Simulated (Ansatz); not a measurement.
Reaction (ligand exchange at a Ga–C bond): `C/C=[CH]\[GaH][SH]` + silanol → `[SiH3][O][GaH][SH]` + propene

Computed with Ansatz on PBE0-D4/def2-TZVP structures; ΔE is electronic, products minus reactants. CCSD(T)/CBS is the MP2 limit (def2-TZVPP, def2-QZVPP) plus CCSD(T) − MP2 in def2-TZVPP, frozen cores. Functionals use def2-TZVPP. For Ga outer-core shells are correlated without core-valence functions, which leaves a few kJ/mol of doubt a bond. Scalar relativity is left out up to krypton. Each species was taken in one conformer, which may not be the lowest.

CCSD(T)/CBS gives -19.7 kcal/mol.

Problem. Another level gave -21.4 kcal/mol. Which?
A. B2PLYP/def2-TZVPP
B. PBE-D4/def2-TZVPP
C. HF/def2-TZVPP
D. r2SCAN-D4/def2-TZVPP

Solution. A. B2PLYP -21.4, HF/def2-TZVPP -24.7, r2SCAN-D4 -20.4, PBE-D4 -18.2 kcal/mol.

Largest T1 diagnostic among the species: 0.014.

In def2-TZVPP, CCSD(T) changes the Hartree–Fock value by +4.3 kcal/mol (the triples alone add +0.6 kcal/mol) and MP2 by +4.7 kcal/mol.
